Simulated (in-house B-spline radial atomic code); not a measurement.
A fraction x of an electron is removed from 4f in Ce IV (Ce3+), starting from [Xe] 4f1 and keeping the highest spin. Method: scalar-relativistic (X2C) PW91, spin-polarised, spherical fractional occupations, Fermi nucleus of rms radius 4.8771 fm. Calculated with a B-spline radial code for spherical atoms.

```csv
x,E(x) - E(0) (eV),4f up level (eV)
0,0.0000,-29.107
0.12,3.6164,-31.172
0.15,4.5594,-31.694
0.34,10.8986,-35.050
0.46,15.2342,-37.215
0.5,16.7373,-37.943
0.72,25.5310,-42.017
0.8,28.9526,-43.525
0.9,33.4001,-45.429
1,38.0392,-
```

The exact functional would give a straight line between the two integer points. Deviations E(x) - E(0) - x[E(1) - E(0)], in eV: -0.948 at x = 0.12, -1.146 at x = 0.15, -2.035 at x = 0.34, -2.264 at x = 0.46, -2.282 at x = 0.5, -1.857 at x = 0.72, -1.479 at x = 0.8, -0.835 at x = 0.9.

The curve lies below the straight line by up to 2.282 eV (at x = 0.5): convex, the delocalisation error that favours fractional charges.

(1) How well does Slater's transition state (minus the level at half occupation) give the ionisation energy?

Results:

(1) It gives 37.943 eV against 38.039 eV from the two total energies; NIST lists 36.91 eV, ground level to ground level.
